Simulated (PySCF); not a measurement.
# Electric properties by functional and basis

Species: C₂H₈GeO₂.
InChI=1S/C2H8GeO2/c1-4-2-5-3/h2H2,1,3H3

PySCF, dipoles from the SCF density, polarisabilities from static response with core orbitals frozen. Isolated species at its PBE0-D3(BJ)/def2-SVP geometry (one conformer only). Relativistic effects, spin–orbit coupling among them, are left out although an element past zinc is present.

The anisotropy is √(½[(α1 − α2)² + (α2 − α3)² + (α3 − α1)²]).

| level | μ (D) | α (au) | anisotropy (au) |
| --- | --- | --- | --- |
| LDA/def2-SVPD | 1.754 | 71.37 | 19.68 |
| PBE/def2-SVPD | 1.682 | 69.97 | 19.22 |
| B3LYP/def2-SVPD | 1.794 | 67.07 | 16.99 |
| PBE0/def2-SVPD | 1.781 | 66.29 | 16.82 |
| BHandHLYP/def2-SVPD | 1.893 | 63.68 | 14.99 |
| CAM-B3LYP/def2-SVPD | 1.869 | 65.79 | 15.87 |
| wB97X-D/def2-SVPD | 1.834 | 65.53 | 15.67 |
| LC-wPBE/def2-SVPD | 1.892 | 64.06 | 15.15 |
| HF/def2-SVPD | 1.988 | 60.19 | 12.79 |
| PBE0/6-31G* | 1.824 | 53.75 | 15.47 |
| PBE0/def2-SVP | 1.871 | 56.59 | 15.54 |
| PBE0/aug-cc-pVDZ | 1.690 | 67.79 | 17.52 |
| PBE0/def2-TZVP | 1.694 | 63.78 | 16.48 |
| PBE0/def2-TZVPD | 1.695 | 67.46 | 17.34 |

The dipole runs from 1.68 D (PBE/def2-SVPD) to 1.99 D (HF/def2-SVPD). No reference polarisability is at hand; against PBE0 in the largest diffuse basis at hand (def2-TZVPD) the other PBE0 rows deviate by 6-31G* -20%, def2-SVP -16%, def2-SVPD -2%, aug-cc-pVDZ 0%, def2-TZVP -5%. In one basis (def2-SVPD) the functionals order the polarisability from HF (lowest) to LDA (highest), a spread of 19%. With PBE0 the polarisability is 58.04 au without diffuse functions (mean of 6-31G*, def2-SVP and def2-TZVP) and 67.18 au with them (mean of def2-SVPD, aug-cc-pVDZ and def2-TZVPD).
